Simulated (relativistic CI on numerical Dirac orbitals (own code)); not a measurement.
## Electric-dipole transitions in Pb⁵⁹⁺

These numbers are calculated, not measured: Dirac-Coulomb-Breit CI, orbitals from a KLI potential per configuration, model QED (radiative potential, 1s self-energy scaled to tabulated hydrogen-like ionisation energies), unscaled Slater integrals (own radial code, finite nucleus).

CI space (outside the closed core [Ne]): 3s2 3p6 3d5, 3s2 3p5 3d6, 3s2 3p4 3d7, 3s 3p6 3d6, 3p6 3d7, 3s 3p5 3d7, 3s2 3p6 3d4 4s, 3s2 3p6 3d4 4p, 3s2 3p4 3d6 4s, 3s2 3p5 3d5 4s, 3s2 3p6 3d4 4f, 3s2 3p6 3d3 4s2, 3s 3p6 3d5 4s. Levels of other configurations are missing.

```tsv
λ vac (nm)	Lower	Upper	A (s⁻¹)	log gf	S velocity/length
1.3102	3s2 3p6 3d5 6S_5/2 [2]	3s2 3p5 3d6 4D°_7/2 [171]	3.03e+12	-0.21	0.94
1.3141	3s2 3p6 3d5 2H_11/2 [4]	3s2 3p5 3d6 2G°_9/2 [173]	9.14e+12	0.37	0.83
1.3240	3s2 3p6 3d5 2G_9/2 [6]	3s2 3p5 3d6 2G°_9/2 [173]	3.75e+12	-0.01	0.93
1.3272	3s2 3p6 3d5 2F_7/2 [8]	3s2 3p5 3d6 2D°_5/2 [175]	8.03e+12	0.10	0.87
1.3285	3s2 3p6 3d5 4G_7/2 [3]	3s2 3p5 3d6 4D°_7/2 [171]	3.77e+12	-0.10	0.92
1.3403	3s2 3p6 3d5 2G_9/2 [6]	3s2 3p5 3d6 4D°_7/2 [171]	3.78e+12	-0.09	0.84
2.3053	3s2 3p6 3d5 4G_7/2 [3]	3s2 3p5 3d6 2D°_5/2 [83]	2.34e+12	0.05	0.75
2.3140	3s2 3p6 3d5 2H_11/2 [4]	3s2 3p5 3d6 2G°_9/2 [82]	1.77e+12	0.15	0.71
2.3203	3s2 3p6 3d5 2G_9/2 [6]	3s2 3p5 3d6 2F°_7/2 [84]	2.62e+12	0.23	0.72
2.3215	3s2 3p6 3d5 4G_11/2 [13]	3s2 3p5 3d6 2H°_9/2 [121]	1.70e+12	0.14	0.73
2.3342	3s2 3p6 3d5 2I_13/2 [15]	3s2 3p5 3d6 2H°_11/2 [125]	2.47e+12	0.38	0.70
2.3375	3s2 3p6 3d5 2D_5/2 [1]	3s2 3p5 3d6 2P°_3/2 [46]	2.46e+12	-0.09	0.76
2.3430	3s2 3p6 3d5 2D_5/2 [1]	3s2 3p5 3d6 2D°_5/2 [45]	2.74e+12	0.13	0.90
2.3778	3s2 3p6 3d5 2H_11/2 [4]	3s2 3p5 3d6 2H°_11/2 [76]	2.20e+12	0.35	0.85
2.3780	3s2 3p6 3d5 4G_7/2 [3]	3s2 3p5 3d6 2F°_7/2 [75]	9.03e+11	-0.21	0.90
2.4229	3s2 3p6 3d5 2G_9/2 [6]	3s2 3p5 3d6 2G°_9/2 [74]	9.93e+11	-0.06	0.93
2.4310	3s2 3p6 3d5 2F_7/2 [8]	3s2 3p5 3d6 2F°_7/2 [79]	1.27e+12	-0.05	0.79
2.4490	3s2 3p6 3d5 2D_5/2 [1]	3s2 3p5 3d6 4D°_7/2 [43]	8.58e+11	-0.21	0.91
2.4623	3s2 3p6 3d5 4G_11/2 [13]	3s2 3p5 3d6 4G°_11/2 [107]	1.11e+12	0.08	0.82
2.4723	3s2 3p6 3d5 2I_13/2 [15]	3s2 3p5 3d6 2I°_13/2 [109]	1.18e+12	0.18	0.83
```

Terms are leading LS components. Brackets give the number of a level in order of energy, since labels repeat. The list gives strong lines, with weight on those to low levels, among the lowest 200 of 2800 levels, so that lines to higher ones, which can be the strongest, are missing. Levels whose partners in the same complex of configurations lie outside the list can be far off, and so can their lines. Rates are taken at the computed energies, electric ones in the length gauge. A velocity-to-length ratio far from 1 marks an uncertain rate.

At this charge energies of transitions that change n are usually good to better than 1 %, and those within a shell (Δn = 0) to a few per cent.

LS names give the leading component of a level, which can be under half, so a name can repeat, a term be missing and a line seem to break the LS rules.
